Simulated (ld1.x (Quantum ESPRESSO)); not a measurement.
## u(r) = r·R(r): atom against pseudo-atom (potassium)

Columns: radius, all-electron u(r) and pseudo u(r) of the 3s shell (level -38.16 eV) of potassium in the configuration [Ne] 3s2 3p6 3d0 4s0.5 4p0; PBE, scalar-relativistic, TM scheme, ld1.x (Quantum ESPRESSO) 7.5.

| r (bohr) | all-electron | pseudo |
| --- | --- | --- |
| 0.210 | -0.4435 | 0.1183 |
| 0.420 | -0.1955 | 0.2955 |
| 0.630 | 0.4533 | 0.5724 |
| 0.840 | 0.8560 | 0.8613 |
| 1.050 | 0.9823 | 0.9823 |
| 1.260 | 0.9357 | 0.9357 |
| 1.470 | 0.8103 | 0.8103 |
| 1.680 | 0.6637 | 0.6637 |
| 1.890 | 0.5249 | 0.5249 |
| 2.100 | 0.4054 | 0.4054 |
| 2.310 | 0.3081 | 0.3081 |
| 2.520 | 0.2315 | 0.2315 |
| 2.730 | 0.1724 | 0.1724 |
| 2.940 | 0.1276 | 0.1276 |
| 3.150 | 0.0940 | 0.0940 |
| 3.360 | 0.0689 | 0.0689 |
| 3.570 | 0.0503 | 0.0503 |
| 3.780 | 0.0366 | 0.0366 |
| 3.990 | 0.0266 | 0.0266 |
| 4.200 | 0.0193 | 0.0193 |
| 4.410 | 0.0140 | 0.0140 |
| 4.620 | 0.0101 | 0.0101 |
| 4.830 | 0.0073 | 0.0073 |
| 5.040 | 0.0052 | 0.0052 |
| 5.250 | 0.0038 | 0.0038 |
| 5.460 | 0.0027 | 0.0027 |

Task: How many radial nodes do the two functions have?

Result: The all-electron 3s function has n − l − 1 = 2 (the table is too coarse to show those close to the nucleus); the pseudo-wave has 0, since the states of the same l below it are removed with the core.

Task: At about which radius was the pseudo-wave matched?

Result: 1.10 bohr, where the columns begin to agree (steps of 0.21 bohr).

Task: Is the pseudo-wave norm-conserving?

Result: Yes: the TM scheme keeps the norm inside the radius equal to the all-electron one, which fixes the energy derivative of the logarithmic derivative at the level.
